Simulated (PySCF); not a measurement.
**Co¹⁶⁺: ionisation energy**

Co¹⁶⁺ [Ne] 3s1 (2S) → Co¹⁷⁺ [Ne] (1S), as a difference of total energies. Computed with PySCF 2.14 in an uncontracted even-tempered set (18 s from 1.2 bohr⁻², ratio 2.5; 11 p from 1.6 bohr⁻², ratio 2.5; 5 d from 6.4 bohr⁻², ratio 2.7; 4 f from 9.6 bohr⁻², ratio 2.7), with the spin-free X2C one-electron Hamiltonian (Gaussian nucleus). Correlated levels: outer shells: 1s2 frozen; virtual orbitals above 40 to 60 times the deepest correlated orbital energy dropped. The calculations carry no spin-orbit coupling.

```tsv
method	ionisation energy (eV)
UHF	546.00
MP2 (outer shells)	546.60
SCS-MP2 (outer shells)	546.49
CCSD (outer shells)	546.60
CCSD(T) (outer shells)	546.60
```

Problem. How much does correlation contribute at CCSD(T) (outer shells)?

Solution. 546.60 − (546.00) = 0.60 eV, measured against UHF.

For comparison: 546.59 eV (semi-empirical (NIST evaluation); NIST Atomic Spectra Database, ionization energies).
